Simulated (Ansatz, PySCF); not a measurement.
Gas-phase reaction (SMILES): CO[Si](C)(OC)OC [trimethoxy(methyl)silane] + F (HF) -> CO[Si](F)(OC)OC [fluoro(trimethoxy)silane] + C (CH4); hydrogen fluoride cleaves one Si-C bond, a model of a ligand-exchange step.

Geometries: B3LYP-D3(BJ)/def2-TZVP minima from Ansatz (a first-principles code), one conformer each, not searched for the lowest. Valence correlation only, unless marked. No spin-orbit coupling. No relativistic terms. Basis-set limits of correlation are two-point, X^-3; Hartree-Fock from the larger set. The bracket is a focal-point correction in the basis named. Thermal terms are rigid-rotor harmonic-oscillator values from B3LYP-D3(BJ) frequencies (Ansatz or PySCF) at 298.15 K and 1 atm. 1 Eh = 627.5095 kcal/mol.

```tsv
species	E, RI-MP2/CBS(cc-pV(T+d)Z,cc-pV(Q+d)Z)+[CCSD(T)-MP2]/cc-pV(T+d)Z (Ansatz) (Eh)	E, B3LYP-D3(BJ)/def2-TZVPD (Ansatz + dftd3) (Eh)	H - E (Eh)
CO[Si](C)(OC)OC	-674.15692	-675.17325	0.17864
F (HF)	-100.39237	-100.49389	0.01259
CO[Si](F)(OC)OC	-734.14983	-735.18956	0.14425
C (CH4)	-40.46125	-40.53958	0.04840
```

**Question.** Work out ΔE and ΔH at 298.15 K at the first level, then ΔH at the second.

**Answer.** 
1. ΔE = [(-734.14983) + (-40.46125)] - [(-674.15692) + (-100.39237)] = -0.06179 Eh = -38.8 kcal/mol at RI-MP2/CBS(cc-pV(T+d)Z,cc-pV(Q+d)Z)+[CCSD(T)-MP2]/cc-pV(T+d)Z.
2. The terms H - E add up to 0.00142 Eh, so ΔH = (-0.06179 + (0.00142))×627.5095 = -37.9 kcal/mol.
3. At B3LYP-D3(BJ)/def2-TZVPD the same steps give ΔE = -38.9 and ΔH = -38.0 kcal/mol, a shift of -0.1 from the first level.
4. These values are not checked against measurement here, since the tables used lack a sound gas-phase enthalpy of formation for at least one species.
